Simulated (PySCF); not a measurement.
Mo(O)2(Me)2 (C2H6MoO2), SMILES [CH3][Mo]([CH3])(=[O])=[O], multiplicity 1.

Geometry optimised at B3LYP-D3(BJ)/def2-SVP. The spin state was assumed, not searched. The structure was generated by enumeration; whether it is a known compound was not checked. The def2 effective core potentials stand for the cores of Mo; spin–orbit coupling is left out.

Method: PySCF with PBE/def2-TZVP.

Computed frontier levels, gap, dipole moment and polarisability:
```
Item                                                                                                            Value
---------------------------------------------------------------------------------------------  ----------------------
highest occupied level                                                                                       -7.26 eV
lowest empty level                                                                                           -3.61 eV
orbital gap                                                                                                   3.65 eV
dipole moment                                                                                                  3.21 D
quadrupole, principal values (traceless, Buckingham form, about the centre of nuclear charge)  -5.12, -0.90, 6.01 D·Å
mean static polarisability                                                                      71.8 bohr³ (10.64 Å³)
polarisability, principal values                                                               65.7, 69.9, 79.7 bohr³
```
